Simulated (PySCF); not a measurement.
SMILES F[Si](F)(c1ccc(cc1)[SiH](F)F)F at its GFN2-xTB optimised geometry (Å):

```
18

Si    -2.1949    -3.4144    -4.9055
F     -3.0243    -4.6431    -4.3076
F     -1.0385    -4.1378    -5.7391
C     -1.4258    -2.4395    -3.4967
C     -2.0884    -2.2923    -2.2785
C     -1.5271    -1.5708    -1.2437
C     -0.2793    -0.9614    -1.3891
C      0.3851    -1.1080    -2.6084
C     -0.1796    -1.8303    -3.6408
Si     0.4718     0.0290     0.0000
F      0.0866     1.5708     0.0000
F      0.0468    -0.4724     1.4443
F      2.0586     0.0290     0.0000
H     -3.0451    -2.7119    -5.8366
H     -3.0525    -2.7586    -2.1394
H     -2.0586    -1.4790    -0.3080
H      1.3549    -0.6527    -2.7444
H      0.3566    -1.9334    -4.5726
```

Calculation: PBE0/def2-SVP (PySCF 2.14.0). Cells within 0.4 Å of a nucleus heavier than hydrogen are left out (blank, or x).

Map of the log10 of the electron density (e/bohr³), floored at −4 on the plane z = 1.5 Å:

```
|000000000000000000000000000|
|000000000000000000000000000|
|000000000000000000000000000|
|000000000000000000000000000|
|000000000000000000000000000|
|000000000000000000000000000|
|000000000000111100000000000|
|000000000001222210000000000|
|000000000002333210000000000|
|000000000012333321000000000|
|000000000012344332111000000|
|000000000134555543222100000|
|000000000245677654332200000|
|000000001357899764333200000|
|0000000013579xx864332100000|
|0000000013579xx864322100000|
|000000001356898753210000000|
|000000000245666542100000000|
|000000000123444421000000000|
|000000000001222100000000000|
|000000000000000000000000000|
|000000000000000000000000000|
|000000000000000000000000000|
|000000000000000000000000000|
|000000000000000000000000000|
|000000000000000000000000000|
|000000000000000000000000000|
```
Scale: ten equal steps from -4.00 (start of '0') to -0.084 (end of '9'), in the order '0123456789'; x runs from -4.50 to 4.50, y from -4.50 (bottom) to 4.50 (top).
